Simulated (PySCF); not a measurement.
Match the calculated data to a structure.

All candidates are C7H13FO2.

* Triplet: lowest triplet excitation (Tamm–Dancoff): 7.16 eV [TDA PBE0/def2-SVPD]
* 13C NMR: chemical shifts (computed TMS as zero) by class: 98.8 (1 C), 82.6 (1 C), 59.3 (1 C), 54.7 (1 C), 35.1 (1 C), 26.1 (1 C), 18.1 (1 C) ppm [GIAO PBE0/pcSseg-1]
* Rotational structure: rotational constants A, B, C: 3.093, 0.791, 0.725 GHz [PBE0-D3(BJ)/def2-SVP]
* Valence photoelectron: vertical ionisation energy: 9.65 eV [ΔSCF PBE0/def2-SVPD]
* Dipole: 1.73 D [PBE0/def2-SVPD]
* 1H NMR: chemical shifts (computed TMS as zero) by class: 4.81 (1 H), 4.33 (1 H), 4.27 (1 H), 3.93 (1 H), 3.32 (3 H), 2.99 (1 H), 1.85 (1 H), 1.78 (1 H), 1.77 (1 H), 1.37 (1 H), 1.28 (1 H) ppm [GIAO PBE0/pcSseg-1]
* UV, strongest line: among the 10 lowest singlet transitions: S3 at 7.66 eV (162 nm, f = 0.029) [TDDFT PBE0/def2-SVPD]

Gas-phase values; electronic properties from PySCF, density fitting. Levels stand in brackets. One conformer (not necessarily the lowest) at the PBE0-D3(BJ)/def2-SVP geometry, without solvent, vibrations or thermal averaging. NMR values are class means; diastereotopic atoms form classes of their own.

Question: Which candidate is it?
A. `CCO[C@@H]1C[C@@H]1[C@@H](F)OC`
B. `CC[C@@]1(O[C@@H](C)F)CCO1`
C. `CO[C@@H]1CC[C@@H](CF)CO1`
D. `COC[C@@](F)(OC)C1CC1`

Answer: C. It is `CO[C@@H]1CC[C@@H](CF)CO1`. Numbering: `[CH3:1][O:2][C@@H:3]1[CH2:4][CH2:5][C@@H:6]([CH2:7][F:8])[CH2:9][O:10]1`. Its formula, C7H13FO2, gives 1 degree of unsaturation: 1 ring and 0 π bonds in the structure found. 7 carbons fall into 7 classes; from least to most shielded: sp3 carbon bearing two oxygens [C3] (98.8 ppm), sp3 C–F carbon [C7] (82.6 ppm), ring sp3 carbon bound to oxygen [C9] (59.3 ppm), methoxy carbon [C1] (54.7 ppm), sp3 CH carbon [C6] (35.1 ppm), ring CH2 carbon [C4] (26.1 ppm), ring CH2 carbon [C5] (18.1 ppm). Hydrogen classes from least to most shielded: 1 H on an sp3 C–F carbon, C7 (4.81 ppm), 1 H on an sp3 C–F carbon, C7 (4.33 ppm), 1 H on an sp3 carbon bearing two oxygens, C3 (4.27 ppm), 1 H on an sp3 carbon bound to oxygen, C9 (3.93 ppm), 3 H on a methoxy carbon, C1 (3.32 ppm, a mean of values up to 0.7 ppm apart in this geometry), 1 H on an sp3 carbon bound to oxygen, C9 (2.99 ppm), 1 H on a ring CH2 carbon, C5 (1.85 ppm), 1 H on a ring CH2 carbon, C4 (1.78 ppm), 1 H on a ring CH2 carbon, C5 (1.77 ppm), 1 H on an sp3 CH carbon, C6 (1.37 ppm), 1 H on a ring CH2 carbon, C4 (1.28 ppm). The first electron is taken from the HOMO, whose largest Löwdin shares are 0.48 on the cyclic ether oxygen, 0.10 on the sp3 carbon bound to oxygen, 0.09 on the sp3 CH carbon and 0.07 on a ring CH2 carbon. The optimised geometry has point group C1 and is an asymmetric top.

The others, at the same levels:
- `CC[C@@]1(O[C@@H](C)F)CCO1` fails: its computed 13C shifts are 107.4 (1 C), 104.2 (1 C), 62.8 (1 C), 36.7 (1 C), 35.4 (1 C), 22.7 (1 C), 6.8 (1 C) ppm, 1H shifts are 6.12 (1 H), 4.28 (1 H), 4.18 (1 H), 3.22 (1 H), 2.25 (1 H), 1.59 (1 H), 1.50 (1 H), 1.42 (3 H), 0.94 (3 H) ppm and strongest line among the 10 lowest singlet transitions is S10 at 8.72 eV (142 nm, f = 0.027) (against S3 at 7.66 eV).
- `CCO[C@@H]1C[C@@H]1[C@@H](F)OC` fails: its computed 13C shifts are 114.1 (1 C), 69.3 (1 C), 58.2 (1 C), 55.9 (1 C), 23.6 (1 C), 16.4 (1 C), 8.3 (1 C) ppm, 1H shifts are 4.44 (1 H), 3.80 (1 H), 3.43 (3 H), 3.18 (1 H), 2.63 (1 H), 1.18 (3 H), 0.90 (1 H), 0.79 (1 H), 0.62 (1 H) ppm and vertical ionisation energy is 9.05 eV (against 9.65 eV).
- `COC[C@@](F)(OC)C1CC1` fails: its computed 13C shifts are 116.5 (1 C), 73.8 (1 C), 60.5 (1 C), 48.9 (1 C), 14.0 (1 C), 3.8 (1 C), 2.7 (1 C) ppm, 1H shifts are 3.48 (3 H), 3.43 (3 H), 3.17 (1 H), 2.95 (1 H), 1.84 (1 H), 1.06 (1 H), 0.53 (1 H), 0.49 (1 H), 0.13 (1 H) ppm and vertical ionisation energy is 9.38 eV (against 9.65 eV).

Each candidate is one conformer, not necessarily the lowest. Dipoles, sizes and rotational constants follow the conformer. The torsions of the flexible species, by atom-mapped SMILES:
- `[CH3:1][CH2:2][C@@:3]1([O:4][C@@H:5]([CH3:6])[F:7])[CH2:8][CH2:9][O:10]1`: C1–C2–C3–O4 62°, C2–C3–O4–C5 -165°, C3–O4–C5–C6 163°
- `[CH3:1][CH2:2][O:3][C@@H:4]1[CH2:5][C@@H:6]1[C@@H:7]([F:8])[O:9][CH3:10]`: C1–C2–O3–C4 -79°, C2–O3–C4–C5 174°, C5–C6–C7–F8 69°, C6–C7–O9–C10 173°
- `[CH3:1][O:2][CH2:3][C@@:4]([F:5])([O:6][CH3:7])[CH:8]1[CH2:9][CH2:10]1`: C1–O2–C3–C4 -78°, O2–C3–C4–F5 60°, C3–C4–O6–C7 177°, C3–C4–C8–C9 -52°

The conformers of `CO[C@@H]1CC[C@@H](CF)CO1` aren't listed.
